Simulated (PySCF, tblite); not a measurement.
One entry of a table of gas-phase calculations, keyed by method. Lists by class give the value and the number of equivalent atoms.

```json
{
 "formula": "C5H9NO3Si",
 "smiles": "CO[Si@@](N)(O)c1ccco1",
 "inchi": "InChI=1S/C5H9NO3Si/c1-8-10(6,7)5-3-2-4-9-5/h2-4,7H,6H2,1H3/t10-/m0/s1",
 "charge": 0,
 "multiplicity": 1,
 "geometry_level": "GFN2-xTB",
 "atoms_angstrom": [
  ["C", -2.394, 1.423, -0.428],
  ["O", -1.954, 0.466, 0.5],
  ["Si", -0.902, -0.747, 0.271],
  ["N", -0.8, -1.744, 1.672],
  ["O", -1.457, -1.628, -0.989],
  ["C", 0.835, -0.099, -0.05],
  ["C", 2.073, -0.489, 0.381],
  ["C", 3.009, 0.398, -0.194],
  ["C", 2.277, 1.271, -0.939],
  ["O", 0.972, 0.982, -0.859],
  ["H", -2.825, 0.936, -1.304],
  ["H", -3.153, 2.034, 0.063],
  ["H", -1.563, 2.055, -0.746],
  ["H", -1.632, -2.249, 1.93],
  ["H", -0.387, -1.344, 2.498],
  ["H", -1.02, -2.441, -1.226],
  ["H", 2.277, -1.313, 1.033],
  ["H", 4.074, 0.39, -0.073],
  ["H", 2.561, 2.107, -1.547]
 ],
 "electronic_structure_code": "PySCF",
 "results": {
  "GFN2-xTB geometry": {
   "point_group": "C1",
   "rotational_constants_GHz": [1.831, 0.863, 0.697]
  },
  "PBE0/pcSseg-1 ground state and GIAO shieldings, non-relativistic": {
   "dipole_D": 1.06,
   "homo_eV": -6.62,
   "lumo_eV": 0.0,
   "shift_vs_computed_TMS_C_by_class_ppm": [
    [160.7, 1],
    [152.0, 1],
    [126.6, 1],
    [115.7, 1],
    [53.8, 1]
   ],
   "shift_vs_computed_TMS_H_by_class_ppm": [
    [7.74, 1],
    [7.0, 1],
    [6.63, 1],
    [4.21, 3],
    [1.68, 1],
    [0.75, 2]
   ],
   "shielding_other_nuclei_by_class_ppm": [
    ["N", 239.9, 1],
    ["O", 21.2, 1],
    ["O", 288.3, 1],
    ["O", 300.3, 1],
    ["Si", 404.2, 1]
   ],
   "charges_hirshfeld_e_by_atom": [-0.03, -0.24, 0.49, -0.33, -0.31, -0.06, -0.09, -0.09, 0.01, -0.06, 0.04, 0.05, 0.03, 0.12, 0.12, 0.18, 0.05, 0.06, 0.06]
  },
  "GFN2-xTB harmonic vibrations, gas phase": {
   "strongest_ir_bands_cm-1_km_per_mol_modes": [
    [600.1, 188.2, 1],
    [743.3, 130.1, 1],
    [812.5, 155.7, 1],
    [837.9, 224.2, 1],
    [935.2, 233.9, 1],
    [1134.2, 182.7, 1]
   ],
   "zpe_kcal_per_mol": 88.0
  }
 }
}
```

A dipole of 1.06 D is allowed in C1, and pure rotational transitions are dipole-allowed. The dipole matches unit charges of opposite sign 0.22 Å apart (1 e·Å = 4.8032 D). With B = h/(8π²I), that is 505.379 GHz u Å² over I, the principal moments of inertia are 276.0, 585.8 and 725.2 u Å² (most abundant isotopes). The zero-point energy, half the sum of the 51 harmonic wavenumbers, equals 30790 cm⁻¹ or 368 kJ/mol. The rotational constants make it an asymmetric top with κ = (2B − A − C)/(A − C) = -0.71, nearer the prolate limit (−1).

 NMR classes are plain means over equivalent atoms (diastereotopic ones count apart unless rotation or inversion swaps them), as if these changed places fast; in this geometry the members of some classes differ.

Conformer computed: `[CH3:1][O:2][Si@@:3]([NH2:4])([OH:5])[c:6]1[cH:7][cH:8][cH:9][o:10]1`: C1–O2–Si3–N4 -175°, O2–Si3–C6–C7 138°, H–N4–Si3–O2 65°, H–N4–Si3–O2 -68°, H–O5–Si3–O2 -174°.

One conformer stands for the species.
